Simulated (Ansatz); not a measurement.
`O[SiH]1BC1` + HCl → `Cl[SiH]1BC1` + H₂O at 500 K and 1 bar (ligand exchange at the Si–O bond).

Program: Ansatz. Geometries: PBE0-D4/def2-TZVP. ΔE: electronic, gas phase. CCSD(T)/CBS is the MP2 limit (def2-TZVPP, def2-QZVPP) plus CCSD(T) − MP2 in def2-TZVPP, frozen cores. This one scheme is used for every species. One conformer a species, not always the lowest.

```csv
species,CCSD(T)/CBS energy (Eh),H − E (kJ/mol),S (J/(mol·K))
`O[SiH]1BC1`,-430.08182,198.7,361.0
HCl,-460.38127,32.5,201.9
`Cl[SiH]1BC1`,-814.09176,163.9,363.0
H₂O,-76.37941,73.2,206.3
```

H − E and S are ideal-gas, rigid-rotor, harmonic terms from PBE0-D4/def2-TZVP, for one conformer and one mirror image of each species. 1 Eh = 2625.50 kJ/mol, R = 8.31446 J/(mol·K).

Question: By hand: ΔE, ΔH, ΔS and ΔG.

Answer: ΔE = (-814.09176) + (-76.37941) − (-430.08182) − (-460.38127) = -0.00808 Eh = -21.2 kJ/mol. Δ(H − E) = 163.9 + 73.2 − 198.7 − 32.5 = 5.9, so ΔH = -15.3 kJ/mol. ΔS = 363.0 + 206.3 − 361.0 − 201.9 = 6.4 J/(mol·K). ΔG = -15.3 − 500 × (6.4)/1000 = -18.5 kJ/mol.

Question: By hand: the equilibrium constant, and the temperature at which ΔG would vanish if ΔH and ΔS stayed fixed.

Answer: log₁₀ K = −ΔG/(RT ln 10) = 1.9. ΔH and −TΔS have one sign here, so there is no such temperature.

The number of gas molecules stays the same, so ΔS is small and ΔH decides. A doubt of 5 kJ/mol in ΔE shifts log₁₀ K by 0.5 here. Other conformers and mirror images would add mixing entropy, several J/(mol·K) or more a flexible species. These are equilibria of isolated gas molecules and say nothing of rates. Largest T1 diagnostic: 0.014 (customary marks: 0.02 for closed shells, 0.045 for open ones).

ΔS is within the doubt of such terms, so its sign, and with it that verdict, could turn.
